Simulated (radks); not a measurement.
Results of a calculation; reference values are marked as such.
Q: These are the eigenvalues of the occupied orbitals of an atom or ion with whole-number occupations (hartree). Level of theory: scalar-relativistic Kohn-Sham, exchange-only B88, spin-polarised, spherical densities, finite nucleus; Fermi nuclear charge, rms radius of each element as measured or else 0.836 A^(1/3) + 0.57 fm (a radial shooting solver on a logarithmic mesh with Libxc functionals).

| orbital | eigenvalue |
|---|---|
| 1s up | -135.4877 |
| 1s down | -135.2594 |
| 2s up | -17.46671 |
| 2s down | -17.05698 |
| 2p up | -15.05209 |
| 2p down | -14.57793 |
| 3s up | -3.65277 |
| 3s down | -3.55140 |
| 3p up | -2.97427 |
| 3p down | -2.87306 |

Which element is it, and in what charge state? The configuration may be excited. Open shells, if any, are filled with parallel spins first.

A: Z = 19, potassium, charge +4: K4+ in [He] 2s2 2p4 3s2 3p5. The list shows which subshells hold electrons but not how many an open one holds; the 1s level, -135.49 hartree, gives Z - s = 16.5 by -(Z - s)^2/2, which with screening and relativity narrows Z to a few neighbours, and the depths of the outer levels then fix element, charge and occupations together.
